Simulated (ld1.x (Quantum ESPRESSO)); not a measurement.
# silver (Ag): variants of one PAW potential

Base potential:

Ag, PAW, made with ld1.x (Quantum ESPRESSO) 7.5 (LDA (PZ), fully relativistic). Core [Ar] 3d10, reference 4s2 4p6 4d8 5s0 5p0 (charge +3). Waves: 4s (bound): rcut 1.35, rcutus 1.70 bohr; 5s (bound, empty): rcut 1.35, rcutus 1.70 bohr; 4p (bound): rcut 1.30, rcutus 1.45 bohr; 5p (bound, empty): rcut 1.30, rcutus 1.45 bohr; 4d (bound): rcut 1.65, rcutus 1.80 bohr; 4d channel at -0.75 Ry: rcut 1.65, rcutus 1.80 bohr. Local part: all-electron potential smoothed inside 1.70 bohr (lloc = -1). Core correction: Bessel-smoothed model core inside 1.50 bohr. Augmentation charge: BG, radius 1.25 bohr.

Open shells are filled in proportion to 2j + 1 (rel_dist='average').

All-electron outer shells of the reference configuration (LDA (PZ), scalar-relativistic, ld1.x):

```
shell  level (eV)  outermost node (bohr)  outermost maximum (bohr)
   3d     -398.46                      –                      0.27
   4s     -133.71                   0.44                      0.82
   4p      -96.92                   0.44                      0.87
   4d      -43.97                   0.43                      1.01
   5s      -31.75                   1.08                      2.09
   5p      -23.83                   1.19                      2.40
```

Cutoffs, loose and tight: the cutoffs (Ry, on a coarse ladder) from which the occupation-weighted sum of valence levels, in a spherical-Bessel basis at the reference potential, stays within 10 and 1 mRy of its value at 400 Ry. They do not see the model core or the augmentation charge, which bear on the density cutoff. Test errors are all-electron minus pseudo excitation energies from the reference, over the configurations 4s2 4p6 4d10 5s1 5p0; 4s2 4p6 4d10 5s0 5p0; 4s2 4p6 4d9 5s0 5p0; 4s2 4p6 4d10 5s0 5p1; 4s2 4p6 4d9 5s1 5p0; 4s2 4p6 4d7 5s0 5p0; 4s2 4p6 4d10 5s0.5 5p0. A dash means not determined; rows that change the core or the reference have their own tests. The largest error is taken over the tests solved by every variant that gives reliable tests at all: 4s2 4p6 4d10 5s0 5p0; 4s2 4p6 4d10 5s0 5p1; 4s2 4p6 4d10 5s1 5p0; 4s2 4p6 4d9 5s0 5p0; 4s2 4p6 4d9 5s1 5p0.

Cutoffs are not given where the Bessel-basis levels miss the radial ones by over 6 mRy, ghosts where they miss by over 20 mRy; a channel whose overlap is not positive is not tested.

| change | outcome | cutoff, loose | cutoff, tight | bound ghosts | largest test error (meV) |
| --- | --- | --- | --- | --- | --- |
| base | generated | – | – | not determined | +227 |
| local potential all-electron potential smoothed inside 1.45 bohr (lloc = -1) | generated | – | – | not determined | +160 |
| waves 4p (bound): rcut 1.30, rcutus 1.56 bohr; 5p (bound): rcut 1.30, rcutus 1.56 bohr | generated | – | – | not determined | +271 |
| core correction Bessel-smoothed model core inside 1.06 bohr | generated | – | – | not determined | +237 |
| augmentation BESSEL, radius 1.25 bohr | generated | – | – | not determined | +6.1 |
| functional PBE | generated | – | – | not determined | +234 |
| local potential all-electron potential smoothed inside 1.30 bohr (lloc = -1) | generated | – | – | not determined | +140 |
| waves 4d (bound): rcut 1.64, rcutus 1.74 bohr; 4d channel at -0.75 Ry: rcut 1.64, rcutus 1.74 bohr | generated | – | – | not determined | +113 |
| all radii but the core radius scaled by about 1.21 (s 2.06, p 1.76, d 2.18 bohr, rcut 1.64/1.58/2.00); local potential all-electron potential smoothed inside 2.06 bohr (lloc = -1); augmentation BG, radius 1.52 bohr | generated | – | – | not determined | test run stopped at test 1 of 7 (negative rho) |
| wave 4d channel at -0.75 Ry: rcut 1.65, rcutus 1.80 bohr becomes 4d channel at -0.89 Ry: rcut 1.65, rcutus 1.80 bohr | generated | – | – | not determined | +219 |

Question: What comes out with this change to the base: scalar-relativistic?

Answer: outcome: generated; cutoff, loose: 45 Ry; cutoff, tight: 80 Ry; bound ghosts: none; largest test error (meV): +235.
